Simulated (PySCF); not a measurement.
[MoSI4]- (charge -1 and doublet state).
Geometry (PBE0-D3(BJ)/def2-SVP, Å), atoms numbered from 1 in this order:
```xyz
6
I4MoS angstrom
Mo     0.0006    0.0002    0.1182
S      0.0029   -0.0063    2.1914
I      2.6340    0.0039   -0.5838
I     -0.0031    2.6366   -0.5722
I     -2.6358   -0.0006   -0.5720
I      0.0014   -2.6338   -0.5815
```

The calculation used PBE0-D3(BJ)/def2-SVP geometry optimisation, gas phase, def2 core potentials past Kr (PySCF 2.14.0).

**Question.** Which atoms are bound to Mo1, and at what distances?

**Answer.** 5 atoms: S2 2.073 Å, I5 2.725 Å, I4 2.725 Å, I6 2.725 Å, I3 2.725 Å.

**Question.** List the angles at Mo1.

**Answer.** 
```
    angle  degrees  distance of the outer atoms (Å)
I4–Mo1–I6    150.4                             5.27
I3–Mo1–I5    150.4                             5.27
S2–Mo1–I3    104.9                             3.82
S2–Mo1–I4    104.9                             3.82
S2–Mo1–I5    104.7                             3.82
S2–Mo1–I6    104.7                             3.82
I5–Mo1–I6     86.3                             3.73
I3–Mo1–I6     86.3                             3.73
I4–Mo1–I5     86.3                             3.73
I3–Mo1–I4     86.3                             3.73
```

**Question.** What is the shape at Mo1?

**Answer.** Square pyramidal: τ5 = (β − α)/60° = 0.00 from the two widest angles, 150.4° and 150.4° (0 for a square pyramid, 1 for a trigonal bipyramid).

**Question.** What are the rotational constants (commonest isotopes, rigid rotor)?

**Answer.** A = 250.7, B = 250.6, C = 143.4 MHz: an oblate symmetric top.

Point group: C4v (every atom within 0.08 Å of its image). Charge -1, doublet. ⟨S²⟩ = 0.777 (exact for a doublet: 0.75). Not checked by PBE0-D3(BJ)/def2-SVP frequencies.

For an open-shell metal species like this, the optimisation's SCF solution wasn't tested for stability and no frequencies at its level were run, so a lower state or another shape may exist.
